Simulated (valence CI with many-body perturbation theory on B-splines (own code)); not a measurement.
## E1 line list for Pt⁷³⁺

Computed by relativistic CI+MBPT: three valence electrons over a frozen Dirac-Fock core [He], a basis of 11 s, 11 p, 9 d, 7 f, 5 g, 2 h, 1 i functions for each j, with the one-electron correlation potential Σ1 (screened to all orders), the two-electron term Σ2, the three-electron term Σ3, Breit, model QED; selected single and double excitations, second order for the rest (own B-spline code, finite nucleus).

No measured spectrum was set against this ion. As an estimate, large intervals hold to a few tenths of a per cent, small ones and those within an open d or f shell to about a per cent.

Lines 201 to 250 of 290 in falling wavelength, among levels below 15341 eV, chosen from the strongest by gf and those to the six lowest levels. Wavelengths and rates use the calculated energies. Electric multipoles are in the length gauge, E1 and E2 with the static RPA response of the core. Weak lines are less certain than strong ones. Lines between different terms over intervals too small for the method are left out, as are lines whose strength nearly cancels. The highest levels of a list are the least certain.

Levels are named by their leading jj configuration (3d3/2^4 stands for four electrons in 3d with j = 3/2), which in mixed levels can hold well under half, so a name can repeat and another be missing. Letters in brackets count levels of one name in rising energy.

| λ vac (nm) | Upper | Lower | A (s⁻¹) | S (a.u.) |
| --- | --- | --- | --- | --- |
| 0.1030 | (2s^2 3s) J=1/2 | (2s^2 2p1/2) J=1/2 | 8.23e+13 | 8.88e-05 |
| 0.1028 | (2s 2p3/2 3s) J=3/2 [a] | (2s 2p1/2 2p3/2) J=3/2 [a] | 1.44e+13 | 3.09e-05 |
| 0.1008 | (2p1/2 2p3/2 3p1/2) J=1/2 | (2s 2p1/2 2p3/2) J=1/2 | 1.07e+14 | 1.08e-04 |
| 0.1008 | (2p1/2 2p3/2 3p1/2) J=3/2 [a] | (2s 2p1/2 2p3/2) J=1/2 | 3.11e+14 | 6.27e-04 |
| 0.1007 | (2p1/2 2p3/2 3p1/2) J=5/2 | (2s 2p1/2 2p3/2) J=3/2 [b] | 4.60e+14 | 1.39e-03 |
| 0.1007 | (2s 2p1/2 3p1/2) J=1/2 [a] | (2s^2 2p1/2) J=1/2 | 2.55e+14 | 2.57e-04 |
| 0.1004 | (2s 2p1/2 3p1/2) J=3/2 | (2s^2 2p1/2) J=1/2 | 6.43e+14 | 1.29e-03 |
| 0.1004 | (2s 2p3/2 3p1/2) J=3/2 [a] | (2s^2 2p3/2) J=3/2 | 2.23e+14 | 4.45e-04 |
| 0.1004 | (2s 2p3/2 3p1/2) J=5/2 | (2s^2 2p3/2) J=3/2 | 5.77e+14 | 1.73e-03 |
| 0.1002 | (2p1/2 2p3/2 3p1/2) J=3/2 [b] | (2s 2p1/2 2p3/2) J=1/2 | 9.84e+13 | 1.96e-04 |
| 0.1002 | (2p1/2^2 3p1/2) J=1/2 | (2s 2p1/2^2) J=1/2 | 1.09e+15 | 1.08e-03 |
| 0.1001 | (2p1/2 2p3/2 3p1/2) J=3/2 [a] | (2s 2p1/2 2p3/2) J=5/2 | 2.00e+14 | 3.95e-04 |
| 0.1001 | (2s^2 3p3/2) J=3/2 | (2s 2p1/2^2) J=1/2 | 9.31e+12 | 1.84e-05 |
| 0.1000 | (2p1/2 2p3/2 3p1/2) J=5/2 | (2s 2p1/2 2p3/2) J=5/2 | 4.56e+14 | 1.35e-03 |
| 0.1000 | (2s 2p1/2 3p1/2) J=1/2 [b] | (2s^2 2p1/2) J=1/2 | 3.39e+14 | 3.35e-04 |
| 0.09983 | (2p1/2 2p3/2 3p1/2) J=1/2 | (2s 2p1/2 2p3/2) J=3/2 [a] | 7.89e+14 | 7.75e-04 |
| 0.09979 | (2p1/2 2p3/2 3p1/2) J=3/2 [a] | (2s 2p1/2 2p3/2) J=3/2 [a] | 4.86e+14 | 9.53e-04 |
| 0.09968 | (2p1/2 2p3/2 3p1/2) J=5/2 | (2s 2p1/2 2p3/2) J=3/2 [a] | 7.92e+13 | 2.32e-04 |
| 0.09963 | (2s 2p3/2 3p1/2) J=1/2 | (2s^2 2p3/2) J=3/2 | 5.64e+14 | 5.51e-04 |
| 0.09962 | (2s 2p3/2 3p1/2) J=3/2 [b] | (2s^2 2p3/2) J=3/2 | 3.64e+14 | 7.11e-04 |
| 0.09960 | (2p1/2 2p3/2 3p1/2) J=3/2 [b] | (2s 2p1/2 2p3/2) J=5/2 | 5.29e+14 | 1.03e-03 |
| 0.09927 | (2p1/2 2p3/2 3p1/2) J=3/2 [b] | (2s 2p1/2 2p3/2) J=3/2 [a] | 4.01e+13 | 7.74e-05 |
| 0.09859 | (2p1/2 2p3/2 3s) J=5/2 | (2s^2 2p3/2) J=3/2 | 2.63e+12 | 7.46e-06 |
| 0.09852 | (2p1/2 2p3/2 3s) J=3/2 [b] | (2s^2 2p3/2) J=3/2 | 9.92e+11 | 1.87e-06 |
| 0.09847 | (2p1/2^2 3s) J=1/2 | (2s^2 2p1/2) J=1/2 | 7.32e+12 | 6.90e-06 |
| 0.09835 | (2p1/2 2p3/2 3d3/2) J=3/2 [a] | (2p1/2^2 2p3/2) J=3/2 | 3.32e+14 | 6.23e-04 |
| 0.09818 | (2s 2p3/2 3d3/2) J=3/2 [a] | (2s 2p1/2 2p3/2) J=1/2 | 4.61e+12 | 8.61e-06 |
| 0.09814 | (2s 2p1/2 3d3/2) J=3/2 [a] | (2s 2p1/2^2) J=1/2 | 2.53e+14 | 4.71e-04 |
| 0.09809 | (2p1/2 2p3/2 3d3/2) J=5/2 [b] | (2p1/2^2 2p3/2) J=3/2 | 2.41e+15 | 6.73e-03 |
| 0.09804 | (2p1/2 2p3/2 3d3/2) J=3/2 [b] | (2p1/2^2 2p3/2) J=3/2 | 2.17e+15 | 4.04e-03 |
| 0.09796 | (2p1/2 2p3/2 3d3/2) J=1/2 [b] | (2p1/2^2 2p3/2) J=3/2 | 2.46e+15 | 2.28e-03 |
| 0.09774 | (2s 2p1/2 3d3/2) J=3/2 [b] | (2s 2p1/2^2) J=1/2 | 2.32e+15 | 4.29e-03 |
| 0.09771 | (2s 2p1/2 3d3/2) J=1/2 | (2s 2p1/2^2) J=1/2 | 2.39e+15 | 2.20e-03 |
| 0.09763 | (2s 2p3/2 3d3/2) J=5/2 [a] | (2s 2p1/2 2p3/2) J=5/2 | 1.00e+15 | 2.77e-03 |
| 0.09757 | (2s 2p3/2 3d3/2) J=3/2 [a] | (2s 2p1/2 2p3/2) J=5/2 | 3.68e+14 | 6.75e-04 |
| 0.09756 | (2s 2p3/2 3d3/2) J=7/2 | (2s 2p1/2 2p3/2) J=5/2 | 1.94e+15 | 7.11e-03 |
| 0.09751 | (2s 2p3/2 3d3/2) J=3/2 [b] | (2s 2p1/2 2p3/2) J=3/2 [b] | 8.62e+14 | 1.58e-03 |
| 0.09749 | (2s 2p3/2 3d3/2) J=3/2 [b] | (2s 2p1/2 2p3/2) J=1/2 | 1.04e+15 | 1.90e-03 |
| 0.09746 | (2s 2p3/2 3d3/2) J=5/2 [b] | (2s 2p1/2 2p3/2) J=3/2 [b] | 1.88e+15 | 5.15e-03 |
| 0.09737 | (2s 2p3/2 3d3/2) J=1/2 [b] | (2s 2p1/2 2p3/2) J=1/2 | 1.74e+15 | 1.59e-03 |
| 0.09731 | (2s 2p3/2 3d3/2) J=5/2 [a] | (2s 2p1/2 2p3/2) J=3/2 [a] | 8.94e+14 | 2.44e-03 |
| 0.09727 | (2s^2 3d3/2) J=3/2 | (2s^2 2p1/2) J=1/2 | 1.92e+15 | 3.50e-03 |
| 0.09725 | (2s 2p3/2 3d3/2) J=3/2 [a] | (2s 2p1/2 2p3/2) J=3/2 [a] | 1.49e+15 | 2.70e-03 |
| 0.09721 | (2s 2p3/2 3d3/2) J=1/2 [a] | (2s 2p1/2 2p3/2) J=3/2 [a] | 1.84e+15 | 1.67e-03 |
| 0.09694 | (2s 2p3/2 3d5/2) J=3/2 [a] | (2s 2p1/2 2p3/2) J=1/2 | 2.43e+13 | 4.38e-05 |
| 0.09689 | (2s 2p3/2 3d3/2) J=3/2 [b] | (2s 2p1/2 2p3/2) J=5/2 | 5.26e+12 | 9.45e-06 |
| 0.09684 | (2s 2p3/2 3d3/2) J=5/2 [b] | (2s 2p1/2 2p3/2) J=5/2 | 7.35e+11 | 1.98e-06 |
| 0.09661 | (2s 2p1/2 3d5/2) J=3/2 | (2s 2p1/2^2) J=1/2 | 2.44e+12 | 4.35e-06 |
| 0.09653 | (2s 2p3/2 3d3/2) J=5/2 [b] | (2s 2p1/2 2p3/2) J=3/2 [a] | 2.16e+13 | 5.76e-05 |
| 0.09647 | (2s 2p3/2 3d5/2) J=5/2 [a] | (2s 2p1/2 2p3/2) J=5/2 | 2.53e+12 | 6.72e-06 |
